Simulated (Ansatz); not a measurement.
A structure relaxed at PBE-D4/def2-SVP in Ansatz, charge 0, singlet:

| atom | x (Å) | y (Å) | z (Å) |
| --- | --- | --- | --- |
| Ge1 | -0.8521 | -0.5066 | 0.0582 |
| Si2 | 0.7966 | -0.4025 | 1.7908 |
| Si3 | -0.1560 | 0.7833 | -1.8346 |
| H4 | 2.1038 | -0.9454 | 1.2785 |
| H5 | 0.3758 | -1.2041 | 2.9934 |
| H6 | 1.0019 | 1.0289 | 2.2091 |
| H7 | 1.1507 | 0.2497 | -2.3579 |
| H8 | 0.0409 | 2.2182 | -1.4243 |
| H9 | -1.1790 | 0.7296 | -2.9375 |
| H10 | -2.2087 | 0.0342 | 0.5913 |
| H11 | -1.0739 | -1.9854 | -0.3671 |

Task: Give its formula, name or SMILES and point group.

Result: Ge(SiH3)2H2 (Si2GeH8). Point group C2v (tolerance 0.1 Å).

Task: Summarise the bond lengths by kind (pairs closer than 1.2 times the sum of covalent radii, bridged metal pairs left out).

Result: 2 × Ge–Si 2.39 Å; 6 × H–Si 1.51 Å; 2 × Ge–H 1.55 Å.
